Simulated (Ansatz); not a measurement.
Reaction (formal exchange of groups at the Si–As bond): `C[SiH2][AsH2]` + `C=C=CO` → `C=C=C[SiH2]C` + `O[AsH2]`

Calculated with Ansatz (gas phase, PBE0-D4/def2-TZVP geometries, no zero-point term in ΔE). CCSD(T)/CBS adds triple-zeta CCSD(T) − MP2 to the extrapolated MP2 energy (def2 sets, frozen cores). Functionals use def2-TZVPP. B3LYP here is the variant with VWN-RPA as its local correlation; programs differ in this. For As outer-core shells are correlated without core-valence functions, which leaves a few kJ/mol of doubt a bond. Scalar relativity is left out up to krypton. One conformer a species, not always the lowest.

```json
{"level": "PBE-D4", "ΔE (kJ/mol)": "-16.5", "difference from CCSD(T)/CBS": "13.9"}
{"level": "PBE0-D4", "ΔE (kJ/mol)": "-18.1", "difference from CCSD(T)/CBS": "12.3"}
{"level": "B3LYP-D4", "ΔE (kJ/mol)": "-29.8", "difference from CCSD(T)/CBS": "0.6"}
{"level": "ωB97M-V", "ΔE (kJ/mol)": "-32.6", "difference from CCSD(T)/CBS": "-2.2"}
{"level": "B2PLYP", "ΔE (kJ/mol)": "-32.8", "difference from CCSD(T)/CBS": "-2.4"}
{"level": "r2SCAN", "ΔE (kJ/mol)": "-25.1", "difference from CCSD(T)/CBS": "5.3"}
{"level": "PBE0", "ΔE (kJ/mol)": "-16.8", "difference from CCSD(T)/CBS": "13.6"}
{"level": "HF/def2-TZVPP", "ΔE (kJ/mol)": "-37.4", "difference from CCSD(T)/CBS": "-7.0"}
{"level": "MP2/def2-TZVPP", "ΔE (kJ/mol)": "-37.1", "difference from CCSD(T)/CBS": "-6.7"}
{"level": "SCS-MP2/def2-TZVPP", "ΔE (kJ/mol)": "-39.7", "difference from CCSD(T)/CBS": "-9.3"}
{"level": "CCSD/def2-TZVPP", "ΔE (kJ/mol)": "-31.7", "difference from CCSD(T)/CBS": "-1.3"}
{"level": "HF/def2-QZVPP", "ΔE (kJ/mol)": "-40.1", "difference from CCSD(T)/CBS": "-9.7"}
{"level": "MP2/def2-QZVPP", "ΔE (kJ/mol)": "-37.8", "difference from CCSD(T)/CBS": "-7.4"}
{"level": "SCS-MP2/def2-QZVPP", "ΔE (kJ/mol)": "-40.7", "difference from CCSD(T)/CBS": "-10.3"}
{"level": "MP2/CBS(def2)", "ΔE (kJ/mol)": "-36.6", "difference from CCSD(T)/CBS": "-6.2"}
{"level": "CCSD/CBS(def2)", "ΔE (kJ/mol)": "-31.2", "difference from CCSD(T)/CBS": "-0.8"}
{"level": "CCSD(T)/CBS", "ΔE (kJ/mol)": "-30.4", "difference from CCSD(T)/CBS": "0"}
```

Largest T1 diagnostic among the species: 0.013.
